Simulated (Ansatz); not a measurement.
Members of the series nitrenes, diatomics and small unsaturated species; each row names its spin state. Gas-phase values, no solvent. One relaxed conformer stands for each flexible species; it need not be the lowest. Strings in code marks are SMILES.

Quantity: adiabatic spin-state energy, in kcal/mol. The DFT solution of `[BH]` is unstable or spin-contaminated; the geometry comes from it. HF references are unrestricted for open shells and restricted for singlets. The restricted reference of `[BH]`, `[AlH]` and `[SiH+]` is unstable towards unrestricted orbitals.

Level 1: composite: frozen-core CCSD(T) with HF/cc-pVQZ and the correlation energy extrapolated as X^-3 from cc-pVTZ and cc-pVQZ, plus full CI minus CCSD(T) in cc-pVTZ // B3LYP-D3(BJ)/def2-TZVP (Ansatz, an electronic-structure program)
Level 2: frozen-core CCSD(T) with HF/cc-pVQZ and the correlation energy extrapolated as X^-3 from cc-pVTZ and cc-pVQZ // B3LYP-D3(BJ)/def2-TZVP (Ansatz)
Level 3: frozen-core CCSDT(Q)/6-31g // B3LYP-D3(BJ)/def2-TZVP (Ansatz)
Level 4: PBE/cc-pVTZ // B3LYP-D3(BJ)/def2-TZVP (Ansatz)

```tsv
species	level 1	level 2	level 3	level 4
`[AlH]`: multiplicity 3 minus multiplicity 1	43.3	43.4	37.5	39.0
`[SiH+]`: multiplicity 3 minus multiplicity 1	52.2	52.3	43.8	46.0
`[BH]`: multiplicity 3 minus multiplicity 1	30.7	30.6	23.4	21.7
```
